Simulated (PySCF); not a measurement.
## Radial density of Sn (tin, neutral)

UHF, [Kr] 4d10 5s2 5p2, high-spin 3P determinant. Calculation: PySCF 2.14, in def2-SVP with the def2 core potential (28 electrons); a scalar-relativistic core potential. This is the valence pseudo-density: the core potential removes the inner electrons and smooths the orbitals near the nucleus.

```csv
r (bohr),4πr²ρ (e/bohr),4πr²(ρα − ρβ)
0.00826,2.251e-05,0.0000
0.0139,6.016e-05,0.0000
0.0234,0.0001462,0.0000
0.0393,0.0002913,0.0000
0.0661,0.0006058,0.0000
0.111,0.004126,0.0000
0.187,0.05412,0.0002
0.315,0.9663,0.0043
0.529,11.59,0.0604
0.890,21.85,0.0050
1.50,6.322,0.1887
2.52,1.910,0.7664
4.23,0.4699,0.3397
7.12,0.02107,0.0195
```

Energies and moments cover only the electrons outside the core potential.
